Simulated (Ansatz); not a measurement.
Start from `C[SiH2]B[SiH3]` and change one atom or group to get `C[SiH](F)B[SiH3]`.

Ansatz, PBE0-D4/def2-TZVP geometries, multiplicity 1. Each molecule was computed in one conformer, which needn't be the lowest.

```tsv
property	`C[SiH2]B[SiH3]`
size of the dipole moment (ωB97M-V/def2-TZVPP) / D	0.42
HOMO–LUMO gap (PBE/def2-TZVPP) / eV	2.95
HOMO energy (B3LYP/def2-TZVPP) / eV	-7.57
LUMO energy (B3LYP/def2-TZVPP) / eV	-2.87
HOMO energy (PBE0/def2-TZVPP) / eV	-7.75
HOMO energy (ωB97M-V/def2-TZVPP) / eV	-9.86
```

Question: What does the change do to each property? (An estimate is asked.)

Answer: Computed: 
| property | `C[SiH](F)B[SiH3]` | shift |
| --- | --- | --- |
| size of the dipole moment (ωB97M-V/def2-TZVPP) / D | 1.90 | 1.48 |
| HOMO–LUMO gap (PBE/def2-TZVPP) / eV | 2.77 | -0.18 |
| HOMO energy (B3LYP/def2-TZVPP) / eV | -7.63 | -0.06 |
| LUMO energy (B3LYP/def2-TZVPP) / eV | -3.07 | -0.20 |
| HOMO energy (PBE0/def2-TZVPP) / eV | -7.82 | -0.07 |
| HOMO energy (ωB97M-V/def2-TZVPP) / eV | -9.93 | -0.07 |

With PBE0 the HOMO falls by 0.07 eV and the LUMO falls by 0.20 eV, so the gap narrows by about 0.13 eV. PBE moves the HOMO by -0.01 eV and ωB97M-V by -0.07 eV. Dipoles are sizes alone; their direction can turn.

B3LYP here is the variant with VWN-RPA as its local correlation; programs differ in this.
